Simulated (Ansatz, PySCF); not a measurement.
Breaking a bond: NaN, lowest singlet found (which spin is the ground state isn't settled by this scan). Each curve is given relative to its own lowest point between 2.16 and 2.82 Å, where full CI is lowest.

| R / Å | A | B | C |
|---|---|---|---|
| 2.16 | 0.2 | 0.8 | 1.1 |
| 2.26 | 0.0 | 0.0 | 0.0 |
| 2.31 | 0.6 | 0.3 | 0.3 |
| 2.40 | 2.7 | 1.7 | 1.8 |
| 2.48 | 5.2 | 3.7 | 3.9 |
| 2.58 | 8.9 | 6.6 | 7.2 |
| 2.68 | 13.0 | 10.0 | 11.0 |
| 2.82 | 18.6 | 15.0 | 16.8 |
| 3.00 | 25.2 | 21.6 | 24.4 |
| 3.18 | 30.9 | 27.9 | 31.9 |
| 3.43 | 37.5 | 35.4 | 41.3 |
| 3.82 | 44.9 | 44.1 | 52.9 |
| 4.22 | 49.9 | 50.2 | 60.4 |
| 4.63 | 53.1 | 54.3 | — |
| 5.24 | 55.8 | 58.1 | — |
| 5.88 | 57.3 | 60.3 | — |
| 6.86 | 58.3 | 62.1 | — |

Energies in mEh.

Q: Which curve belongs to which method? The methods are CCSDT on RHF/aug-cc-pVDZ, frozen core run with Ansatz (a program for electronic structure); unrestricted B3LYP/6-31G*, spherical d run with PySCF; unrestricted BLYP/aug-cc-pVDZ run with Ansatz.

A: A is UKS-B3LYP/6-31G*; B is UKS-BLYP; C is RCCSDT.

Dashes: no converged value, or the column stops at the first point that the program doubted or that broke a chosen test of continuity, which isn't proof of a fault.

The scan ran from 1.70 to 8.08 Å; beyond the distances shown full CI changes its symmetry label. The unrestricted determinant behind UKS-B3LYP/6-31G* is spin-contaminated at 2.16 to 6.86 Å (<S²> up to 2.0, against 0.00 for a pure singlet). The unrestricted determinant behind UKS-BLYP is spin-contaminated at 2.16 to 6.86 Å (<S²> up to 1.8, against 0.00 for a pure singlet). The T1 diagnostic of CCSD on the restricted reference of RCCSDT exceeds 0.045 at 3.18 to 6.86 Å.
